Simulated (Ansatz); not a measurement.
A further run on InCl2H (InHCl₂).

```yaml
crystal:
  periodic: [false, false, false]
  atoms:
    - {symbol: In, position_ang: [-0.117976, -0.198044, 0.000167]}
    - {symbol: Cl, position_ang: [2.194563, -0.054346, 0.013507]}
    - {symbol: Cl, position_ang: [-1.092790, 1.903898, -0.015054]}
    - {symbol: H, position_ang: [-0.983797, -1.651507, 0.001381]}
basis:
  gaussian: {orbitals: def2-SVPD}
hamiltonian: {xc: {name: HF}}
correlation: {method: ccsd_t}
scf: {omitted_lower_state_checks: [starts]}
```

```sh
$ ansatz run in.yaml --threads 4 --pin off --events-out ev --progress --plain --max-ram 3916MiB
```

Shortened log:

```
Functional definition: HF
995 factors; integrals over basis functions are off by at most 2.7e-4 eV
mean field evaluation 1: about -30165.4823 eV, gradient 2.0e1 eV
mean field evaluation 2: about -30165.5384 eV, gradient 2.0e1 eV
mean field evaluation 4: about -30166.9349 eV, gradient 1.3e0 eV
mean field evaluation 8: about -30166.9492 eV, gradient 2.6e-5 eV
mean field -30166.94921507 eV, -1108.6149357613 hartree, gradient 1.4e-6 eV, S^2 0.000000; 0 other end points of the search recorded, 0 dependent functions left out
14 core orbitals not correlated: weight in the atoms' cores, before any rotation towards them, 1.000 or more for the frozen orbitals, at most 0.000 for the correlated occupied ones
reference -30166.94921507 eV, -1108.6149357613 hartree; 14, 14 occupied and 66, 66 virtual orbitals, 995 factors
second order -10.25031748 eV of doubles, -0.00000000 eV of singles
cycle   1  -10.86281389 eV  change   -6.1e-1 eV  update   7.2e-2
cycle   2  -11.10270866 eV  change   -2.4e-1 eV  update   2.2e-2
cycle   3  -11.14689940 eV  change   -4.4e-2 eV  update   1.1e-2
cycle   4  -11.14429523 eV  change    2.6e-3 eV  update   2.7e-3
cycle   5  -11.14290835 eV  change    1.4e-3 eV  update   9.4e-4
cycle   6  -11.14286478 eV  change    4.4e-5 eV  update   2.9e-4
cycle   7  -11.14290411 eV  change   -3.9e-5 eV  update   8.8e-5
cycle   8  -11.14292133 eV  change   -1.7e-5 eV  update   3.1e-5
perturbative correction -0.31686830 eV, -0.0116446954 hartree
Total energy: -30178.40900471 eV, -1109.0360752627 hartree
Checks for a lower state left out: starts
```

Hardware: 4 threads of Arm Neoverse V2 on a shared host. Wall time 1.3 s.

In the def2 sets In takes a core potential; there is no spin–orbit coupling. Correlated methods freeze 14 core orbitals; core or outer-core shells of In are correlated, in sets that lack core-valence functions.
